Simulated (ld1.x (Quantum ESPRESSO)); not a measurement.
## Pseudopotential generation for oxygen (O): PAW, LDA (PZ), scalar-relativistic.

ld1.x (Quantum ESPRESSO) 7.5 was run on this input:

```
&input
   title='O', zed=8., rel=1, dft='PZ', iswitch=3,
   config='[He] 2s2 2p4 3d-2',
   nld=3, rlderiv=1.15, eminld=-4.0, emaxld=5.0, deld=0.02
 /
 &inputp
   pseudotype=3, lpaw=.true., tm=.true., lloc=-1, rcloc=1.00,
   nlcc=.true., new_core_ps=.true., rcore=0.50,
   which_augfun='BESSEL', rmatch_augfun=0.60,
   file_pseudopw='O.UPF', file_wfcaegen='ae.wfc', file_wfcncgen='nc.wfc', file_beta='beta', file_chi='chi', file_wfcusgen='us.wfc'
 /
6
2S  1  0   2.00   0.00  0.65  0.80  0.0
2S  1  0   0.00  -1.35  0.65  0.80  0.0
2P  2  1   4.00   0.00  0.75  1.00  0.0
2P  2  1   0.00   0.25  0.75  1.00  0.0
3D  3  2  -2.00   0.05  0.80  1.05  0.0
3D  3  2  -2.00   0.50  0.80  1.05  0.0
 &test
   configts(1)='2s2 2p4'
 /
```

Command:

```bash
ld1.x < O.in > O.out
```

The program printed (shortened: banner, matrices, multipoles, cross overlaps and the repeated all-electron block are left out):

```
Program LD1 v.7.5
     --------------------------- All-electron run ----------------------------

     O
     scalar relativistic calculation

     atomic number is  8.00
     dft =PZ   lsd =0 sic =0 latt =0  beta=0.20 tr2=1.0E-14
     Exchange-correlation= PZ
                           (   1   1   0   0   0   0   0)
     mesh =1095 r(mesh) =  99.04343 a.u. xmin = -7.00 dx = 0.01250
     1 Ry =  13.60569312 eV, c = 137.03599908

     n l     nl                  e(Ry)          e(Ha)          e(eV)
     1 0     1S 1( 2.00)       -37.5495       -18.7748      -510.8874
     2 0     2S 1( 2.00)        -1.7458        -0.8729       -23.7531
     2 1     2P 1( 4.00)        -0.6761        -0.3380        -9.1985

     final scf error:  3.1E-15 reached in  28 iterations

     Etot =    -149.049789 Ry,     -74.524894 Ha,   -2027.925687 eV

     Ekin =     148.542013 Ry,      74.271007 Ha,    2021.017051 eV
     Encl =    -354.748318 Ry,    -177.374159 Ha,   -4826.596752 eV
     Eh   =      72.697341 Ry,      36.348671 Ha,     989.097716 eV
     Exc  =     -15.540825 Ry,      -7.770413 Ha,    -211.443701 eV

     normalization and overlap integrals

     s(1S/1S) =  1.000000  <r> =   0.2007  <r2> =    0.0544  r(max) =   0.1298
     s(2S/2S) =  1.000000  <r> =   1.1473  <r2> =    1.6045  r(max) =   0.8786
     s(2P/2P) =  1.000000  <r> =   1.2645  <r2> =    2.1318  r(max) =   0.8151

     ------------------------ End of All-electron run ------------------------

     --------------------- Generating PAW atomic setup --------------------

      Generating local potential from pseudized AE potential:
      Matching radius rcloc =   1.0000

      Local pseudo, rcloc= 0.996 Estimated cut-off energy=    24.61 Ry

      Computing core charge for nlcc:

       r > 0.50 : true rho core
      Core charge pseudized with two Bessel functions
      Integrated core pseudo-charge :   0.69
      Wfc-us  2S rcutus= 0.795  Estimated cut-off energy=    68.79 Ry
      Wfc-us  2S rcutus= 0.795  Estimated cut-off energy=    69.39 Ry
      Wfc-us  2P rcutus= 0.996  Estimated cut-off energy=    76.69 Ry
      Wfc-us  2P rcutus= 0.996  Estimated cut-off energy=    79.47 Ry
      Wfc-us  3D rcutus= 1.047  Estimated cut-off energy=    92.63 Ry
      Wfc-us  3D rcutus= 1.047  Estimated cut-off energy=    93.00 Ry

     Required augmentation: BESSEL   radius:    0.600000
     Suggested rho cutoff for augmentation: 272.29 Ry

     Estimated PAW energy =  -40.163363 Ryd

     ------------------- End of pseudopotential generation -------------------

     Computing logarithmic derivative in   1.14950
     Computing logarithmic derivative in   1.14950
     Computing the partial wave expansion
     R is outside the sphere for l=    0 j= 0.00
     R is outside the sphere for l=    0 j= 0.00
     R is outside the sphere for l=    1 j= 0.00
     R is outside the sphere for l=    1 j= 0.00
     R is outside the sphere for l=    2 j= 0.00
     R is outside the sphere for l=    2 j= 0.00

     ---------------------- Testing the pseudopotential ----------------------

     O
     scalar relativistic calculation

     atomic number is  8.00   valence charge is  6.00
     dft = SLA  PZ   NOGX NOGC   lsd =0 sic =0 latt =0  beta=0.20 tr2=1.0E-14
     mesh =1095 r(mesh) =  99.04343 xmin = -7.00 dx = 0.01250

     n l     nl             e AE (Ry)        e PS (Ry)    De AE-PS (Ry)
     1 0     2S   1( 2.00)       -1.74582       -1.74584        0.00003
     2 1     2P   1( 4.00)       -0.67608       -0.67609        0.00001

     eps = 1.9E-16  iter =  4

     Etot =    -149.049789 Ry,     -74.524894 Ha,   -2027.925687 eV
     Etotps =   -40.163448 Ry,     -20.081724 Ha,    -546.451548 eV

     Ekin =      33.238669 Ry,      16.619334 Ha,     452.235126 eV
     Encl =     -85.166604 Ry,     -42.583302 Ha,   -1158.750677 eV
     Ehrt =      27.305308 Ry,      13.652654 Ha,     371.507640 eV
     Ecxc =     -15.540821 Ry,      -7.770410 Ha,    -211.443636 eV
     (Ecc =      -1.351180 Ry,      -0.675590 Ha,     -18.383740 eV)

     ---------------------- End of pseudopotential test ----------------------
```

Generation and configuration tests took about 2.9 s on one core of a shared server CPU.
